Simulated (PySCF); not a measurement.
An excited-state job on `[C@H]12[C@]([Se][SiH3])(C1)C2`.

Computed with TDDFT B3LYP/def2-SVPD, vertical, gas phase, core orbitals frozen in the response (PySCF 2.14.0, density-fitted response routines). Geometry: GFN2-xTB. The input is one job of a driver script: a line of settings, then coordinates in Å.

Command:
```bash
OMP_NUM_THREADS=1 python probes_run.py task.json out
```

Input:
```
{"job": {"kind": "uv", "xc": "B3LYP", "basis": "def2-SVPD", "nstates": 8, "ntriplets": 3}, "charge": 0, "multiplicity": 1}
Si     2.624896    -0.001336    -0.407655
Se     0.962675    -1.551890    -0.218575
C     -0.442135    -0.313713     0.129049
C     -1.030469     0.192564     1.415205
C     -1.898326    -0.463117     0.391615
C     -1.441573     0.338999    -0.782711
H      2.780245     0.679844     0.874655
H      2.244205     0.954532    -1.443606
H      3.805353    -0.772562    -0.770631
H     -1.104866     1.265010     1.564811
H     -0.815042    -0.363200     2.319593
H     -2.566851    -1.293731     0.461098
H     -1.579333    -0.091498    -1.767073
H     -1.539454     1.419625    -0.757326
```

Output:
```
coarse grid: 54240 points
cycle   1  E = -2847.7555317455  dE = -1.002e-01  |g| = 3.235e-01  |ddm| = 5.674e+00
cycle   2  E = -2847.7475510549  dE =  7.981e-03  |g| = 3.610e-01  |ddm| = 1.072e+00
cycle   3  E = -2847.7822223916  dE = -3.467e-02  |g| = 6.157e-02  |ddm| = 6.086e-01
cycle   4  E = -2847.7831253700  dE = -9.030e-04  |g| = 2.288e-02  |ddm| = 1.410e-01
cycle   5  E = -2847.7832580875  dE = -1.327e-04  |g| = 8.543e-03  |ddm| = 4.189e-02
cycle   6  E = -2847.7832712956  dE = -1.321e-05  |g| = 2.373e-03  |ddm| = 1.633e-02
cycle   7  E = -2847.7832727393  dE = -1.444e-06  |g| = 6.141e-04  |ddm| = 5.408e-03
final grid: 112808 points
cycle   8  E = -2847.7832474168  dE =  5.269e-08  |g| = 1.006e-03  |ddm| = 1.206e-02
cycle   9  E = -2847.7832468497  dE =  5.671e-07  |g| = 1.799e-03  |ddm| = 4.712e-03
cycle  10  E = -2847.7832476688  dE = -8.191e-07  |g| = 9.923e-05  |ddm| = 3.009e-03
cycle  11  E = -2847.7832476706  dE = -1.804e-09  |g| = 1.386e-05  |ddm| = 1.510e-04
cycle  12  E = -2847.7832476707  dE = -3.865e-11  |g| = 4.346e-06  |ddm| = 2.863e-05
converged SCF energy = -2847.7832476707

Static polarisability (au): isotropic 101.232, principal 87.997 92.572 123.127

Singlet excitations
state   eV       nm        f      main configurations
  1   4.9241    251.8   0.00492   H->L 0.91
  2   5.2622    235.6   0.01704   H->L+1 0.92
  3   5.7482    215.7   0.03003   H-1->L 0.79, H-1->L+1 0.15
  4   5.9874    207.1   0.00649   H->L+2 0.89
  5   6.0174    206.0   0.05203   H-1->L+1 0.83, H-1->L 0.14
  6   6.1027    203.2   0.00048   H->L+3 0.88
  7   6.3518    195.2   0.02078   H->L+4 0.88
  8   6.4374    192.6   0.04192   H->L+5 0.88

Triplet excitations (Tamm-Dancoff, eV): 4.5695 4.8969 5.3566
```

The SCF starts on a coarse grid where the log names one; the energy can jump when the final grid takes over, and dE then counts from the start density on the new grid. H and L stand for HOMO and LUMO; the number after each pair is its weight.

Task: Which computed singlet has the largest oscillator strength, and what do all of them sum to?

Result: State 5 at 6.02 eV (206 nm), f = 0.052; the 8 states sum to 0.174.

In short: HOMO -6.35 eV, LUMO -0.33 eV; lowest singlet 4.92 eV; lowest triplet 4.57 eV (Tamm–Dancoff); mean polarisability 101.2 au.

 The B3LYP/def2-SVPD calculation is non-relativistic and has no spin–orbit coupling, an omission that weighs most on selenium.

Task: How long does this job take on an Arm Neoverse V2 with one thread, no GPU, shared host? And the peak memory of the process?

Result: About 39 s, with 0.83 GiB resident at the peak, the Python interpreter and its libraries included.

One conformer stands for the species.
Labels such as C1 count atoms from 1, the log's own numbers from 0.
